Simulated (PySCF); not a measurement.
Gas-phase reaction: 2 WOCl4 + 4 Cl → 2 WCl6 + O2

Method: PySCF energies plus ideal-gas RRHO corrections (1 bar). † marks an energy on the PBE0/def2-TZVP geometry and frequencies. MP2 freezes the core. Open shells (unrestricted): Cl (multiplicity 2), O2 (multiplicity 3); the rest are closed-shell singlets. Spin-orbit splitting is ignored; it lowers the true energy and changes the entropy of Cl. W: scalar-relativistic def2 core potential, no spin-orbit coupling. MP2 isn't extrapolated to the basis-set limit.

MP2/def2-TZVPP† gives ΔH°(298 K) = -241 kJ.

### Question
What do BLYP/def2-TZVP†, PBE/def2-TZVP†, M06-2X/def2-TZVP† give?

### Answer
BLYP/def2-TZVP†: -275 kJ; PBE/def2-TZVP†: -387 kJ; M06-2X/def2-TZVP†: -253 kJ. For scale, ΔH°(298 K) is -241 kJ at this level, -287 kJ at ωB97M-V/def2-TZVP†, and runs from -585 to 74 kJ over the 17 levels computed.
